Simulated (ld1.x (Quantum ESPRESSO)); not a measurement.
## Before and after: TM potential for nitrogen (N)

- Element: nitrogen
- Generator: ld1.x (Quantum ESPRESSO) 7.5
- Type: norm-conserving Troullier–Martins (Kleinman–Bylander form)
- Functional: LDA (PZ)
- Relativity: non-relativistic
- Frozen core: [He]
- Valence charge: 5
- Reference configuration: 2s2 2p2.5 (charge +0.5)
- Partial waves: 2p (bound): rc 2.55 bohr; 2s (bound): rc 1.15 bohr
- Local potential: the s channel
- Core correction: none

All-electron outer shells of the reference configuration (LDA (PZ), non-relativistic, ld1.x):

| shell | level (eV) | outermost node (bohr) | outermost maximum (bohr) |
| --- | --- | --- | --- |
| 2s | -24.91 | 0.32 | 1.00 |
| 2p | -13.59 | – | 0.94 |

Change: all radii scaled by about 0.75 (s 0.86, p 1.90 bohr).

Cutoffs: the cutoffs (Ry, on a coarse ladder) from which the occupation-weighted sum of valence levels, in a spherical-Bessel basis at the reference potential, stays within 10 and 1 mRy of its value at 400 Ry; they do not see the model core or the augmentation charge, which bear on the density cutoff. Errors are all-electron minus pseudo energies relative to the spin-unpolarised reference configuration.

Q: Predict the effect on cutoff, ghosts and configuration errors.

A: The potential gets harder (45 Ry and 110 Ry → 55 Ry and 140 Ry); of the 9 tests that both files solve, the error grows in 2 and shrinks in 7 by more than 15 % and 0.3 meV (median size 93.0 → 153.6 meV); neither file shows a bound ghost. A smaller radius makes the pseudo-wave follow the all-electron one further in, where it bends more sharply, so more plane waves are needed.

| quantity | base | changed |
| --- | --- | --- |
| cutoff, loose | 45 Ry | 55 Ry |
| cutoff, tight | 110 Ry | 140 Ry |
| loose cutoff by channel (10 mRy a level) | p 21 Ry, s 40 Ry | p 35 Ry, s 50 Ry |
| bound ghosts | none | none |
| error for 2s2 2p3, meV [ΔE -5.17 eV] | +18 | +4.9 |
| error for 2s2 2p2, meV [ΔE 8.57 eV] | +43 | +14 |
| error for 2s2 2p1, meV [ΔE 37.54 eV] | +701 | +263 |
| error for 2s1 2p4, meV [ΔE 6.00 eV] | +93 | +47 |
| error for 2s2 2p0, meV [ΔE 84.71 eV] | +3027 | +1281 |
| error for 2s0 2p5, meV [ΔE 17.22 eV] | +145 | +112 |
| error for 2s1 2p0, meV [ΔE 162.13 eV] | +5047 | +2283 |
| error for 2s2 2p2.5 (spin-polarised), meV [ΔE -2.31 eV] | +14 | +154 |
| error for 2s2 2p3 (spin-polarised), meV [ΔE -8.06 eV] | +70 | +200 |
